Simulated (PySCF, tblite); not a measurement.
Isomers of C4H7ClSSi. Method: GFN2-xTB as coded in tblite; computed harmonic values from a numerical Hessian at the method's own geometry, unscaled. The method is semi-empirical: single wavenumbers can be off by several per cent or more. Modes of hydrogen on silicon can be 10 to 20 % off. One conformer each.

Electronic energies: PBE0/pcSseg-1 single points on the GFN2-xTB geometries (PySCF, gas phase).

```tsv
SMILES	electronic energy, lowest = 0 (kJ/mol)
[SiH3][C@@H]1C=C(Cl)SC1	206.2
C=C(Cl)[C@@H]1CS[SiH2]1	161.6
C[Si](C)(Cl)C=C=S	0.0
```

Problem. How do GFN2-xTB zero-point energies change the relative energies?

Solution. 
| SMILES | ZPE (kJ/mol) | of it from modes above 1550 cm⁻¹ | electronic (kJ/mol) | with ZPE, lowest = 0 (kJ/mol) | lowest mode (cm⁻¹) | rings |
| --- | --- | --- | --- | --- | --- | --- |
| C[Si](C)(Cl)C=C=S | 252.0 | 138.8 | 0.0 | 0.0 | 5 | 0 |
| C=C(Cl)[C@@H]1CS[SiH2]1 | 250.0 | 129.1 | 161.6 | 159.7 | 47 | 1 |
| [SiH3][C@@H]1C=C(Cl)SC1 | 242.1 | 122.7 | 206.2 | 196.4 | 73 | 1 |

The zero-point energies span 9.9 kJ/mol, from `[SiH3][C@@H]1C=C(Cl)SC1` to `C[Si](C)(Cl)C=C=S`. The order is unchanged.

Problem. And how do the electronic energies of GFN2-xTB itself compare?

Solution. `C[Si](C)(Cl)C=C=S` 18.0; `C=C(Cl)[C@@H]1CS[SiH2]1` 0.0; `[SiH3][C@@H]1C=C(Cl)SC1` 22.0 kJ/mol, lowest = 0. Against the energies above, taken from the same isomer `C[Si](C)(Cl)C=C=S`, the largest difference is 202.2 kJ/mol.
